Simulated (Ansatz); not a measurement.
Abridged output of a molecular run in Ansatz:

```
Functional definition: HF
  name "HF"
  cite "Fock, Z. Phys. 61, 126 (1930) doi:10.1007/BF01340294"
  parent pbe
  exchange = exact_x
  correlation = 0
1278 factors; integrals over basis functions are off by at most 1.1e-3 eV
mean field evaluation 1: about -37838.4096 eV, gradient 6.2e1 eV
mean field evaluation 2: about -37838.4516 eV, gradient 6.2e1 eV
mean field evaluation 4: about -37845.2922 eV, gradient 3.0e0 eV
mean field evaluation 8: about -37845.3330 eV, gradient 2.8e-1 eV
mean field -37845.33321279 eV, -1390.7903430818 hartree, gradient 2.5e-6 eV, S^2 0.000000; 0 other end points of the search recorded, 0 dependent functions left out
20 core orbitals not correlated: weight in the atoms' cores, before any rotation towards them, 1.000 or more for the frozen orbitals, at most 0.000 for the correlated occupied ones
reference -37845.33321279 eV, -1390.7903430818 hartree; 24, 24 occupied and 95, 95 virtual orbitals, 1278 factors
second order -32.40229029 eV of doubles, -0.00000000 eV of singles
cycle   1  -32.53737855 eV  change   -1.4e-1 eV  update   1.2e-1
cycle   2  -33.14158848 eV  change   -6.0e-1 eV  update   3.2e-2
cycle   3  -33.31014591 eV  change   -1.7e-1 eV  update   1.7e-2
cycle   4  -33.30188314 eV  change    8.3e-3 eV  update   3.2e-3
cycle   5  -33.29810585 eV  change    3.8e-3 eV  update   1.3e-3
cycle   6  -33.29843978 eV  change   -3.3e-4 eV  update   3.7e-4
cycle   7  -33.29831143 eV  change    1.3e-4 eV  update   1.1e-4
cycle   8  -33.29822819 eV  change    8.3e-5 eV  update   3.9e-5
cycle   9  -33.29821927 eV  change    8.9e-6 eV  update   1.3e-5
perturbative correction -0.62754922 eV, -0.0230620086 hartree
Total energy: -37879.25898128 eV, -1392.0370920782 hartree
```

Its atoms:

Cartesian coordinates in Å:
```
O 1.527 1.330 0.214
Si 0.043 0.692 0.419
O -0.998 1.946 0.315
O 0.011 -0.099 1.844
O -0.346 -0.431 -0.679
Al -0.236 -1.970 -1.307
F -1.550 -2.616 -2.036
Cl 1.510 -3.078 -1.259
H 1.580 2.132 -0.307
H -1.927 1.742 0.196
H 0.386 0.352 2.601
```

Q: Which basis set was used?
A. def2-SVP
B. cc-pV(Q+d)Z
C. def2-TZVPP
D. def2-QZVPP

A: A. It gives 139 functions.

Q: Write the keys of the input that set method, charge and spin (a neutral closed shell needs none for the last two).

A: 
```yaml
correlation: {method: ccsd_t}
```
